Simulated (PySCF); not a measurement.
# From a computed spectrum to the compound

A species of 7 atoms with charge 0 has these harmonic modes (PBE0, small Gaussian bases with core potentials, PySCF 2.14.0):

| cm⁻¹ | km/mol | symmetry |
| --- | --- | --- |
| 58 | 23.0 |  |
| 72 | 5.7 |  |
| 81 | 4.8 |  |
| 180 | 63.1 |  |
| 206 | 1.6 |  |
| 211 | 0.3 |  |
| 297 | 0.1 |  |
| 344 | 66.7 |  |
| 347 | 69.6 |  |
| 372 | 1.1 |  |
| 433 | 45.7 |  |
| 441 | 43.0 |  |
| 2681 | 1.6 |  |
| 2682 | 1.5 |  |
| 2686 | 1.3 |  |

Which species is it, and in which structure?

Y(SH)3 (singlet):
```xyz
7

Y     0.0083    0.0066   -0.0005
S     2.5173    0.4452    0.0068
H     2.7975   -0.8808    0.0492
S    -1.6731    1.9187    0.0230
H    -0.7084    2.8699   -0.0168
S    -0.8651   -2.3831   -0.0311
H    -2.1524   -1.9647    0.0518
```
Ideal gas at 298.15 K and 1 bar: S = 404.2 J/(mol K), Cp = 119.4 J/(mol K), H − H(0 K) = 26.0 kJ/mol (rigid rotor, harmonic modes, spin degeneracy alone; the modes under 60 cm⁻¹ make these uncertain). 
 Other answers can fit too; this one was computed.
